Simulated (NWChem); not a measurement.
C3H5Br; SMILES CC(=C)Br

All runs: NWChem. The geometry was optimised at PBE0/def2-SVP. Level: PBE0/def2-SVP with SMD (1 M gas to 1 M solution), gas-phase geometry.

For solvent water:

- solvation free energy (kcal/mol): 0.0
- cavity-dispersion-structure term (kcal/mol): 2.4
- dipole in solution (D): 2.07

Q: What are these values for solvent n-hexane?

A: 
- solvation free energy (kcal/mol): -3.6
- cavity-dispersion-structure term (kcal/mol): -2.6
- dipole in solution (D): 1.78
